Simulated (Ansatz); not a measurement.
Computed with Ansatz on PBE0-D4/def2-TZVP structures; ΔE is electronic, products minus reactants. CCSD(T)/CBS is the MP2 limit (def2-TZVPP, def2-QZVPP) plus CCSD(T) − MP2 in def2-TZVPP, frozen cores. Functionals use def2-TZVPP.

Consider the isomerisation: `[SiH3]C=C=C[SiH3]` → `CC1=C[SiH2][SiH2]1`.

| level | ΔE (eV) |
| --- | --- |
| PBE0-D4 | -0.89 |
| CCSD/CBS(def2) | -0.73 |

(1) What does CCSD(T)/CBS give? (Estimate.)

Largest T1 diagnostic among the species: 0.013.

Results:

(1) Ansatz gave: -0.76 eV. The listed levels differ from it by -0.13, 0.03 eV.

From PBE to PBE0 (25 % exact exchange), in def2-TZVPP and without D4, ΔE moves by −0.09 eV. In def2-TZVPP, CCSD(T) changes the Hartree–Fock value by −0.30 eV (the triples alone add −0.02 eV) and MP2 by −0.34 eV.
